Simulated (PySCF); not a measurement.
# Mn²³⁺ (manganese, charge +23) across methods

1s2, closed-shell 1S. Calculation: PySCF 2.14, in an even-tempered Gaussian basis (17 s from 24 bohr⁻², ratio 2.2; 7 p from 37 bohr⁻², ratio 2.4; 4 d from 110 bohr⁻², ratio 2.4; 3 f from 160 bohr⁻², ratio 2.4; 3 g from 250 bohr⁻², ratio 2.4); the spin-free X2C one-electron Hamiltonian (Gaussian nucleus).

```json
{"method": "UHF", "E (hartree)": "-614.47921", "mean ε 1s (eV)": "-8147.0", "Σ⟨r²⟩ (bohr²)": "0.009652", "⟨S²⟩": "0.000"}
{"method": "LDA", "E (hartree)": "-612.527", "mean ε 1s (eV)": "-7969.2", "Σ⟨r²⟩ (bohr²)": "0.009708", "⟨S²⟩": "0.000"}
{"method": "r2SCAN0", "E (hartree)": "-614.541", "mean ε 1s (eV)": "-8042.1", "Σ⟨r²⟩ (bohr²)": "0.009661", "⟨S²⟩": "0.000"}
{"method": "BHandHLYP", "E (hartree)": "-614.485", "mean ε 1s (eV)": "-8069.4", "Σ⟨r²⟩ (bohr²)": "0.009667", "⟨S²⟩": "0.000"}
{"method": "r2SCAN", "E (hartree)": "-614.547", "mean ε 1s (eV)": "-8006.9", "Σ⟨r²⟩ (bohr²)": "0.009665", "⟨S²⟩": "0.000"}
{"method": "PBE0", "E (hartree)": "-614.318", "mean ε 1s (eV)": "-8028.2", "Σ⟨r²⟩ (bohr²)": "0.009675", "⟨S²⟩": "0.000"}
```

**Question.** Estimate the same row for PBE.

**Answer.** E (hartree) = -614.249; mean ε 1s (eV) = -7988.3; Σ⟨r²⟩ (bohr²) = 0.009684; ⟨S²⟩ = 0.000.
